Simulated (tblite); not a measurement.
C5H2BrClOS.
Bonds: O1–C2 (double), C2–Br3, C2–C4, C4–S5 (aromatic), S5–C6 (aromatic), C6–C7 (aromatic), C7–C8 (aromatic), C8–Cl9, C4–C8 (aromatic). Hydrogens: H10 on C6; H11 on C7.

Computed with GFN2-xTB (tblite), gas phase: L-BFGS steps from a force-field or distance-geometry start until the largest atomic force falls under 0.01 eV/Å.

Step 0: E = -751.6501 eV
```
atom  x, y, z in Å  |  force x, y, z in eV/Å
O1      2.7515    0.8478    0.5520   -2.246  -3.941  -1.480
C2      2.1331   -0.1903    0.1674    1.215   3.824   1.371
Br3     3.1400   -1.7731   -0.1748   -0.095  -0.166  -0.077
C4      0.6914   -0.2483   -0.0092   -0.124  -1.936  -0.521
S5     -0.3197   -1.6902   -0.5282   -0.636   1.300   0.245
C6     -1.8800   -0.7481   -0.4324    2.759  -0.142   0.297
C7     -1.5050    0.5034   -0.0241   -4.246   0.473  -0.281
C8     -0.2012    0.7556    0.2015    2.518   2.476   0.933
Cl9     0.3721    2.3571    0.7373   -0.603  -1.007  -0.360
H10    -2.8815   -1.0923   -0.6376    0.589  -0.242  -0.018
H11    -2.2951    1.2810    0.1222    0.868  -0.640  -0.109
```

Question: Estimate the geometry and energy of step 1. (The exact step hangs on the optimiser's Hessian estimate; all steps are aligned on step 0, rigid shifts and turns removed.)

Answer: E = -752.0389 eV, largest force 5.172 eV/Å
```
atom  x, y, z in Å  |  force x, y, z in eV/Å
O1      2.7194    0.7915    0.5308    2.130   3.510   1.265
C2      2.1504   -0.1357    0.1870   -3.383  -3.648  -1.412
Br3     3.1387   -1.7755   -0.1759    0.086  -0.475  -0.143
C4      0.6897   -0.2760   -0.0167   -0.670  -0.020  -0.021
S5     -0.3288   -1.6716   -0.5247   -0.087   0.752   0.157
C6     -1.8406   -0.7501   -0.4281    0.638  -0.262   0.028
C7     -1.5657    0.5102   -0.0281    1.448   0.293   0.290
C8     -0.1652    0.7910    0.2148   -0.767  -0.176  -0.215
Cl9     0.3635    2.3428    0.7322   -0.236  -0.279  -0.108
H10    -2.8731   -1.0958   -0.6379    1.354  -0.145   0.092
H11    -2.2828    1.2719    0.1206   -0.512   0.450   0.068
```

The energy changes by -0.3887 eV. The first-order estimate −F·Δx gives -1.2782 eV and the mean of the old and new forces, exact on a quadratic surface, -0.3142 eV. The step makes an angle of 0° with the force vector and moves no atom by more than 0.068 Å.

The cost below is that of the whole relaxation. Hardware: an Arm Neoverse N1 with one thread, shared host with 64 logical CPUs at a one-minute load of 32. Cost: 0.42 s wall.
